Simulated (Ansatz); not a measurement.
`C#C[SiH](F)Cl` + H₂O → `C#C[SiH](O)F` + HCl at 400 K and 1 bar (formal hydrolysis of the Si–Cl bond).

Isolated molecules relaxed with PBE0-D4/def2-TZVP in Ansatz; ΔE leaves out vibrations. CCSD(T)/CBS adds triple-zeta CCSD(T) − MP2 to the extrapolated MP2 energy (def2 sets, frozen cores). This one scheme is used for every species. One conformer a species, not always the lowest.

```json
{"species": "`C#C[SiH](F)Cl`", "CCSD(T)/CBS energy (Eh)": "-926.02177", "H − E (kJ/mol)": "115.0", "S (J/(mol·K))": "359.5"}
{"species": "H₂O", "CCSD(T)/CBS energy (Eh)": "-76.37941", "H − E (kJ/mol)": "69.8", "S (J/(mol·K))": "198.6"}
{"species": "`C#C[SiH](O)F`", "CCSD(T)/CBS energy (Eh)": "-542.02392", "H − E (kJ/mol)": "149.5", "S (J/(mol·K))": "358.0"}
{"species": "HCl", "CCSD(T)/CBS energy (Eh)": "-460.38127", "H − E (kJ/mol)": "29.6", "S (J/(mol·K))": "195.4"}
```

H − E and S are ideal-gas, rigid-rotor, harmonic terms from PBE0-D4/def2-TZVP, for one conformer and one mirror image of each species. 1 Eh = 2625.50 kJ/mol, R = 8.31446 J/(mol·K).

By hand: ΔE, ΔH, ΔS and ΔG.

ΔE = (-542.02392) + (-460.38127) − (-926.02177) − (-76.37941) = -0.00401 Eh = -10.5 kJ/mol. Δ(H − E) = 149.5 + 29.6 − 115.0 − 69.8 = -5.7, so ΔH = -16.2 kJ/mol. ΔS = 358.0 + 195.4 − 359.5 − 198.6 = -4.7 J/(mol·K). ΔG = -16.2 − 400 × (-4.7)/1000 = -14.3 kJ/mol.

By hand: the equilibrium constant, and the temperature at which ΔG would vanish if ΔH and ΔS stayed fixed.

log₁₀ K = −ΔG/(RT ln 10) = 1.9. ΔG = 0 at ΔH/ΔS = 3447 K, far beyond where these terms or the molecules hold.

The number of gas molecules stays the same, so ΔS is small and ΔH decides. A doubt of 5 kJ/mol in ΔE shifts log₁₀ K by 0.7 here. Other conformers and mirror images would add mixing entropy, several J/(mol·K) or more a flexible species. These are equilibria of isolated gas molecules and say nothing of rates. Largest T1 diagnostic: 0.013 (customary marks: 0.02 for closed shells, 0.045 for open ones).
